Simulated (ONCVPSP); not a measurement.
# carbon: one change to an ONCV potential, before and after

```json
{
  "Element": "carbon (C)",
  "Generator": "ONCVPSP 4.0.1",
  "Type": "optimised norm-conserving Vanderbilt (ONCV)",
  "Functional": "PBE",
  "Relativity": "non-relativistic",
  "Frozen core": "[He]",
  "Valence charge": "4",
  "Reference configuration": "2s2 2p2",
  "Partial waves": "2s: rc 0.95 bohr, ncon 4, nbas 8, qcut 8.2 1/bohr, local; 2p: rc 1.85 bohr, ncon 4, nbas 8, qcut 7.3 1/bohr, 3 projectors, debl 0.3 Ha",
  "Local potential": "the s channel",
  "Core correction": "Teter function, fcfact 4.75, rcfact 1.35"
}
```

All-electron outer shells of the reference configuration (PBE, non-relativistic, ld1.x):

```json
{"shell": "1s", "level (eV)": "-273.26", "outermost node (bohr)": "–", "outermost maximum (bohr)": "0.17"}
{"shell": "2s", "level (eV)": "-13.74", "outermost node (bohr)": "0.38", "outermost maximum (bohr)": "1.22"}
{"shell": "2p", "level (eV)": "-5.29", "outermost node (bohr)": "–", "outermost maximum (bohr)": "1.20"}
```

Change: p: rc 2.14.

Cutoffs: the cutoffs (Ha) at which the residual kinetic energy of the hardest occupied pseudo-wave falls to 1 and 0.1 mHa per electron; they do not see the model core or the augmentation charge, which bear on the density cutoff. Errors are all-electron minus pseudo energies relative to the spin-unpolarised reference configuration.

Question: What does the change do?

Answer: The potential gets neither clearly harder nor softer (21 Ha and 27 Ha → 21 Ha and 27 Ha); of the 4 tests that both files solve, the error grows in 4 and shrinks in 0 by more than 15 % and 0.3 meV (median size 117.8 → 164.5 meV); neither file shows a bound ghost. More of the atom is replaced by a form fitted at one configuration, so other configurations suffer.

| quantity | base | changed |
| --- | --- | --- |
| cutoff, loose | 21 Ha | 21 Ha |
| cutoff, tight | 27 Ha | 27 Ha |
| loose cutoff by channel | s 21 Ha, p 17 Ha | s 21 Ha, p 15 Ha |
| bound ghosts | none | none |
| GHOST(+) flags under 300 eV | none | none |
| error for 2s2 2p1, meV [ΔE 10.87 eV] | +22 | +32 |
| error for 2s2 2p0, meV [ΔE 35.02 eV] | +214 | +297 |
| error for 2s1 2p0, meV [ΔE 83.20 eV] | +520 | +678 |
| error for 2s2 2p1.5, meV [ΔE 3.97 eV] | +3.2 | +4.8 |
| s: phases at 0.96 bohr within 0.05 rad from the reference energy up to (Ha; the scan ends near 5) | to the end of the scan | to the end of the scan |
| rms error of d²Exc/dni dnj with the model core, mHa | 1.88 | 1.88 |
